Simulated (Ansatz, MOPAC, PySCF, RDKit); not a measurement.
Pair of molecules: NH3 (SMILES N) (first 4 atoms) with N2 (SMILES N#N); geometry from B3LYP-D3(BJ)/def2-TZVP, rigid monomers moved along the line of their centres of mass till N1···N5 is 3.70 Å.
(charge 0, multiplicity 1):
```xyz
6

N     -0.15989     0.18570    -0.16590
H     -0.38509     0.33454    -1.14296
H      0.76479     0.56907    -0.00637
H     -0.09523    -0.81510    -0.01875
N      0.50889    -0.37418     3.42930
N     -0.19965     0.09285     4.11440
```

Counterpoise-corrected where a basis set is named; no monomer relaxation. Rows marked so take none. RDKit's UFF carries no charges.

Correlated levels freeze the cores. Rows in 3-21G, 6-31G* carry no dispersion term and start afresh at each structure (6-31G* with six Cartesian d functions). MP2/6-31G* freezes PySCF's default core. The state that AM1 reach isn't checked.

The values were computed with Ansatz (Gaussian basis) for Hartree–Fock, density functionals and correlated methods; MOPAC for AM1 (differences of heats of formation); PySCF for 3-21G rows, 6-31G* rows, the dispersion terms; RDKit for the force fields. Each number belongs to the level named beside it.

| level | interaction energy (meV) |
|---|---|
| UFF | -11.3 |
| AM1 | -14.5 |
| PBE-D3(BJ)/def2-TZVPPD | -30.1 |
| r2SCAN-D4/def2-TZVPPD | -23.2 |
| B3LYP/3-21G (no counterpoise) | -24.7 |
| wB97X-V/def2-TZVPPD | -23.7 |
| MP2/6-31G* | ___ |
| SCS-MP2/aug-cc-pVDZ | ___ |
| CCSD(T)/aug-cc-pVTZ | -22.8 |

Complete the blanks.


- MP2/6-31G*, interaction energy (meV): -18.2
- SCS-MP2/aug-cc-pVDZ, interaction energy (meV): -19.0

Ansatz is an electronic-structure program.
